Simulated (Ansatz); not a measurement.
Species, as SMILES: [Si](F)F (closed-shell singlet).
Atoms: Si1, F2, F3. Bonds: Si1-F2, Si1-F3.

Basis-set convergence of the optimised Si1-F2 bond length at HF with Ansatz (a program for electronic structure). Cartesian d functions, on some or all atoms, in 6-311G**; all else is spherical. The program fits the integrals of some runs and decomposes those of others, by size. A restricted Hartree-Fock determinant is unstable towards unrestricted orbitals. No added dispersion term, no relativity. Reference: the value in def2-QZVPPD, 1.5729 Å, itself unsure by roughly 0.0006 Å (its mean distance from pcseg-3, def2-QZVPP, cc-pV(Q+d)Z). Deviations are taken from unrounded values. Cost is core time over that of 6-311G**, rough, on shared machines of one kind; a dash marks a row that isn't timed (too short, read off another run, short of memory, by another algorithm or on other hardware). It counts the whole optimisation.

| basis | functions | optimised Si1-F2 bond length (Å) | minus reference (Å) | cost |
|---|---|---|---|---|
| 3-21G | 31 | 1.6249 | 0.0520 | - |
| 6-31G | 31 | 1.6767 | 0.1038 | - |
| pcseg-0 | 31 | 1.6396 | 0.0667 | - |
| def2-SVP | 46 | 1.6099 | 0.0369 | - |
| pcseg-1 | 46 | 1.6155 | 0.0426 | - |
| 6-311G** | 63 | 1.5943 | 0.0214 | 1× |
| def2-SVPD | 70 | 1.6195 | 0.0466 | 0.9× |
| aug-pcseg-1 | 73 | 1.6159 | 0.0430 | 0.8× |
| aug-cc-pV(D+d)Z | 78 | 1.6033 | 0.0304 | 1× |
| 6-311++G(2d,2p) | 89 | 1.5818 | 0.0089 | 1× |
| cc-pV(T+d)Z | 99 | 1.5753 | 0.0024 | 1× |
| def2-TZVPP | 104 | 1.5760 | 0.0031 | 2× |
| def2-TZVPD | 123 | 1.5757 | 0.0027 | 1× |
| 6-311++G(3df,3pd) | 125 | 1.5810 | 0.0081 | 1× |
| def2-TZVPPD | 128 | 1.5760 | 0.0030 | 2× |
| aug-cc-pV(T+d)Z | 147 | 1.5747 | 0.0018 | 2× |
| cc-pV(Q+d)Z | 174 | 1.5729 | 0.0000 | 4× |
| def2-QZVPP | 184 | 1.5730 | 0.0001 | 4× |
